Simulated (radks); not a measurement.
Task: Species: O. Configuration: [He] 2s2 2p3 6s1 (not the ground configuration). All-electron calculation, Dirac Kohn-Sham, LDA (Slater exchange, Perdew-Wang correlation), spin-unpolarised, spherical densities, finite nucleus; open shells are shared between the two j in proportion to 2j + 1; Fermi nuclear charge, rms radius 2.6991 fm. Program: a radial shooting solver on a logarithmic mesh with Libxc functionals. Some entries of the table are withheld. Estimate them.

orbital,occ.,eigenvalue (eV),<1/r> (bohr^-1)
1s1/2,2,(1),(2)
2s1/2,2,-38.2660,(3)
2p1/2,1,-23.4875,(4)
2p3/2,2,-23.4431,(5)
6s1/2,1,(6),0.04379

Result: 
(1) 1s1/2 eigenvalue (eV): -528.5653
(2) 1s1/2 <1/r> (bohr^-1): 7.594
(3) 2s1/2 <1/r> (bohr^-1): 1.337
(4) 2p1/2 <1/r> (bohr^-1): 1.214
(5) 2p3/2 <1/r> (bohr^-1): 1.212
(6) 6s1/2 eigenvalue (eV): -0.4645
